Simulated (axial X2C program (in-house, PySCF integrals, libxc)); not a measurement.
# Spin–orbit effects down a group: molecules with Mg, MP2

All values come from calculations with an axial X2C code built on PySCF integrals, spin-free (one-electron X2C) or two-component (2c: spin–orbit coupling with atomic mean-field Coulomb and Gaunt terms, which also bring small scalar terms), in Dyall basis sets with cores contracted in-house; open shells are unrestricted.

Basis sets: Br dyall-cv3z, Cl dyall-av3z, I dyall-cv3z, Mg dyall-cv3z. Frozen shells (counts by l): MgCl Cl 2s1p, Mg 2s1p, 9 electrons correlated; MgBr Br 3s2p1d, Mg 2s1p, 9 electrons correlated; MgI I 4s3p2d, Mg 2s1p, 9 electrons correlated. Where the outer core of a metal is frozen, bonds come out longer and ionisation energies lower.

```json
{"molecule": "MgCl", "spin-free state": "M_S = 1/2, Λ = 0", "Re (Å)": "2.217", "ωe (cm⁻¹)": "458.6", "De (eV)": "3.59", "2c state": "Ω = 1/2", "Re 2c (Å)": "2.218", "ωe 2c (cm⁻¹)": "458.5", "De 2c (eV)": "3.55"}
{"molecule": "MgBr", "spin-free state": "M_S = 1/2, Λ = 0", "Re (Å)": "2.365", "ωe (cm⁻¹)": "374.4", "De (eV)": "3.01", "2c state": "Ω = 1/2", "Re 2c (Å)": "2.366", "ωe 2c (cm⁻¹)": "374.0", "De 2c (eV)": "2.86"}
{"molecule": "MgI", "spin-free state": "M_S = 1/2, Λ = 0", "Re (Å)": "2.591", "ωe (cm⁻¹)": "319.2", "De (eV)": "2.39", "2c state": "Ω = 1/2", "Re 2c (Å)": "2.594", "ωe 2c (cm⁻¹)": "317.4", "De 2c (eV)": "2.11"}
```

(1) Work out the shifts from the spin-free to the two-component result.

Each entry is the lowest single determinant of a limited PBE0 search at one distance. De goes to single-determinant-based atoms at the same level (for ions the charge split of lowest energy) and is withheld (n/a) where an atom does not fit its ground term or J level. Main or longest-lived isotopes.

## Answers

(1) 

```json
{"molecule": "MgCl", "2c state": "Ω = 1/2", "ΔRe (Å)": "0.001", "Δωe (cm⁻¹)": "-0.1", "ΔDe (eV)": "-0.04"}
{"molecule": "MgBr", "2c state": "Ω = 1/2", "ΔRe (Å)": "0.001", "Δωe (cm⁻¹)": "-0.4", "ΔDe (eV)": "-0.15"}
{"molecule": "MgI", "2c state": "Ω = 1/2", "ΔRe (Å)": "0.003", "Δωe (cm⁻¹)": "-1.8", "ΔDe (eV)": "-0.28"}
```

Shifts of one unit in the last digit are rounding.
